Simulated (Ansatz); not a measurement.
Basis-set extrapolation for `C[CH2][AlH][OH]` (PBE0-D4/def2-TZVP geometry, frozen core, Ansatz). Multiplicity 1, RHF reference.

```json
{"": "HF", "def2-TZVPP": "-396.718724", "def2-QZVPP": "-396.733749"}
{"": "MP2 correlation", "def2-TZVPP": "-0.680743", "def2-QZVPP": "-0.729039"}
{"": "CCSD(T) correlation", "def2-TZVPP": "-0.743674", "def2-QZVPP": "not run"}
```

Energies in hartree. Use E(X) = E(∞) + A·exp(−7.88·√X) for Hartree–Fock and E(X) = E(∞) + B·X^(−2.97) for correlation, with X = 3 and 4, and add CCSD(T) minus MP2 of the smaller set to the MP2 limit.

Task: What is the CCSD(T) energy at the basis-set limit?

Result: HF limit: -396.733749 + (-0.015025) × 0.13774 = -396.73582. MP2 limit: -0.729039 + (-0.048296) × 0.74074 = -0.76481. Higher-order term: -0.743674 − (-0.680743) = -0.06293. Total: -397.56356 hartree, 63.5 kcal/mol below CCSD(T)/def2-TZVPP.
